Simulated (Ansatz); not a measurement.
System: SnO3, net charge 0, singlet state. 
Geometry from a B3LYP-D3(BJ)/def2-TZVP (Ansatz, an electronic-structure program) optimisation:
```xyz
4

Sn     0.0010    -0.1887     0.0008
O      0.0102    -2.0097     0.0081
O      0.7973     1.5984    -0.0330
O     -0.8135     1.5905     0.0201
```

CCSD(T) with Ansatz in growing basis sets, 22 correlated electrons. Cores are frozen in the correlated levels unless marked. UHF or UKS for open shells. No spin-orbit coupling. Frozen are the shells of the preceding noble gas and the d and f shells that filled before the atom's block. In def2 rows, elements after Kr have scalar-relativistic effective core potentials. Costs are ratios of core time to the smallest set, on shared machines of one kind, and rough; they hold the program's checks for lower states.

```tsv
basis	functions	cost over smallest	E(corr) (Eh)	electronic atomisation energy (kcal/mol)
def2-SVPD	101	1×	-0.7333	191.7
def2-TZVPPD	176	3×	-0.8754	218.8
```

Formally CCSD grows as o²v⁴ and (T) as o³v⁴; with o = 11 and v going from 78 to 153 both grow 15-fold in the last step, while integrals and the mean field grow more slowly. That step adds 142.1 mEh of correlation energy and 27.1 kcal/mol to the atomisation energy.
